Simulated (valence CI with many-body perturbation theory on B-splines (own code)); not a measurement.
# E1 line list for Ga

Level of theory: relativistic CI+MBPT: three valence electrons over a frozen Dirac-Fock core [Ar] 3d10, radial functions for each j: 11 s, 11 p, 9 d, 7 f, 5 g, 2 h, 1 i, with the one-electron correlation potential Σ1 (screened to all orders), the two-electron term Σ2, the three-electron term Σ3, Breit, model QED; selected single and double excitations, second order for the rest (own B-spline code, finite nucleus).

Set against measurement, 7 paired levels are off by 131 cm⁻¹ on average, the worst by 203. These come from a selection out of the NIST Handbook of Basic Atomic Spectroscopic Data. Levels without a partner in it may be off by more.

Lines 1 to 50 of 59 in falling wavelength, among levels below 5.381 eV, chosen from the strongest by gf and those to the six lowest levels. Wavelengths and rates use the calculated energies, so an error of 100 cm⁻¹ moves a line at 22810 Å by 2.3 % and its rate by three times that or more. Electric multipoles are in the length gauge, E1 and E2 with the static RPA response of the core. Weak lines are less certain than strong ones. Lines between different terms over intervals too small for the method are left out, as are lines whose strength nearly cancels. The highest levels of a list are the least certain.

```tsv
λ vac (Å)	λ from measured levels	Upper	Lower	A (s⁻¹)	log gf	Branch %
43110		4s2 6p 2P°_1/2	4s 4p2 4P_3/2	4.60e+02	-3.59	0.0
42370		4s2 6p 2P°_3/2	4s 4p2 4P_3/2	4.48e+01	-4.32	0.0
37730		4s2 7p 2P°_1/2	4s2 5d 2D_3/2	3.35e+05	-0.84	20.0
37580		4s2 7p 2P°_3/2	4s2 5d 2D_5/2	2.90e+05	-0.61	16.2
37460		4s2 7p 2P°_3/2	4s2 5d 2D_3/2	3.11e+04	-1.58	1.7
37280		4s2 6p 2P°_1/2	4s 4p2 4P_1/2	9.65e+03	-2.40	0.2
36740		4s2 6p 2P°_3/2	4s 4p2 4P_1/2	9.98e+03	-2.09	0.2
36050		4s2 6p 2P°_1/2	4s2 6s 2S_1/2	2.93e+06	0.06	51.1
35530		4s2 6p 2P°_3/2	4s2 6s 2S_1/2	3.02e+06	0.36	50.4
34880		4s2 4f 2F°_7/2	4s 4p2 4P_5/2	9.37e+03	-1.86	0.1
34880		4s2 4f 2F°_5/2	4s 4p2 4P_5/2	6.26e+02	-3.16	0.0
29140		4s2 4f 2F°_5/2	4s 4p2 4P_3/2	1.88e+03	-2.84	0.0
22810	22570	4s2 6s 2S_1/2	4s2 5p 2P°_3/2	6.75e+06	0.02	14.3
22340		4s 4p2 4P_1/2	4s2 5p 2P°_3/2	2.45e+04	-2.44	55.8
22250	22020	4s2 6s 2S_1/2	4s2 5p 2P°_1/2	3.49e+06	-0.28	7.4
21810		4s 4p2 4P_1/2	4s2 5p 2P°_1/2	1.27e+04	-2.74	29.0
20670		4s 4p2 4P_3/2	4s2 5p 2P°_3/2	4.93e+02	-3.90	0.8
20600		4s2 7p 2P°_3/2	4s 4p2 4P_5/2	1.08e+03	-3.56	0.1
20210		4s 4p2 4P_3/2	4s2 5p 2P°_1/2	2.44e+03	-3.22	4.0
18520		4s2 7p 2P°_1/2	4s 4p2 4P_3/2	2.72e+02	-4.55	0.0
18510		4s 4p2 4P_5/2	4s2 5p 2P°_3/2	2.51e+04	-2.11	10.6
18450		4s2 7p 2P°_3/2	4s 4p2 4P_3/2	2.35e+01	-5.32	0.0
17850		4s2 6p 2P°_1/2	4s2 4d 2D_3/2	1.08e+06	-0.99	18.8
17750		4s2 6p 2P°_3/2	4s2 4d 2D_5/2	9.19e+05	-0.76	15.3
17730		4s2 6p 2P°_3/2	4s2 4d 2D_3/2	1.02e+05	-1.72	1.7
17350		4s2 7p 2P°_1/2	4s 4p2 4P_1/2	1.58e+03	-3.85	0.1
17300		4s2 7p 2P°_3/2	4s 4p2 4P_1/2	1.77e+03	-3.50	0.1
17080		4s2 7p 2P°_1/2	4s2 6s 2S_1/2	5.82e+05	-1.29	34.7
17030		4s2 7p 2P°_3/2	4s2 6s 2S_1/2	6.33e+05	-0.96	35.4
14910		4s2 4f 2F°_7/2	4s2 4d 2D_5/2	1.61e+07	0.63	99.5
14910		4s2 4f 2F°_5/2	4s2 4d 2D_5/2	1.08e+06	-0.67	6.6
14900		4s2 4f 2F°_5/2	4s2 4d 2D_3/2	1.50e+07	0.48	92.9
13180		4s2 5d 2D_3/2	4s2 5p 2P°_3/2	1.45e+06	-0.82	3.8
13160		4s2 5d 2D_5/2	4s2 5p 2P°_3/2	8.62e+06	0.13	22.7
12990		4s2 5d 2D_3/2	4s2 5p 2P°_1/2	7.13e+06	-0.14	18.8
12220	12110	4s2 5p 2P°_1/2	4s2 5s 2S_1/2	1.86e+07	-0.08	100.0
12060	11950	4s2 5p 2P°_3/2	4s2 5s 2S_1/2	1.92e+07	0.22	100.0
11520		4s2 7p 2P°_1/2	4s2 4d 2D_3/2	2.50e+05	-2.00	14.9
11500		4s2 7p 2P°_3/2	4s2 4d 2D_5/2	2.13e+05	-1.77	11.9
11490		4s2 7p 2P°_3/2	4s2 4d 2D_3/2	2.30e+04	-2.74	1.3
6473		4s2 6p 2P°_1/2	4s2 5s 2S_1/2	1.72e+06	-1.66	30.0
6456		4s2 6p 2P°_3/2	4s2 5s 2S_1/2	1.94e+06	-1.31	32.4
5397		4s2 7p 2P°_1/2	4s2 5s 2S_1/2	5.09e+05	-2.35	30.3
5391		4s2 7p 2P°_3/2	4s2 5s 2S_1/2	5.96e+05	-1.98	33.3
4181	4173	4s2 5s 2S_1/2	4s2 4p 2P°_3/2	9.70e+07	-0.29	65.7
4044	4034	4s2 5s 2S_1/2	4s2 4p 2P°_1/2	5.06e+07	-0.61	34.3
2962	2945	4s2 4d 2D_3/2	4s2 4p 2P°_3/2	2.31e+07	-0.91	16.7
2961	2944	4s2 4d 2D_5/2	4s2 4p 2P°_3/2	1.37e+08	0.03	99.8
2892	2875	4s2 4d 2D_3/2	4s2 4p 2P°_1/2	1.15e+08	-0.24	83.1
2733	2720	4s2 6s 2S_1/2	4s2 4p 2P°_3/2	2.42e+07	-1.27	51.1
```

Question: How does gf follow from A for the line at 13160 Å?

Answer: gf = 1.4992 × (2J+1)_upper × A / σ², with σ = 7597 cm⁻¹ and 2J+1 = 6: gf = 1.34.
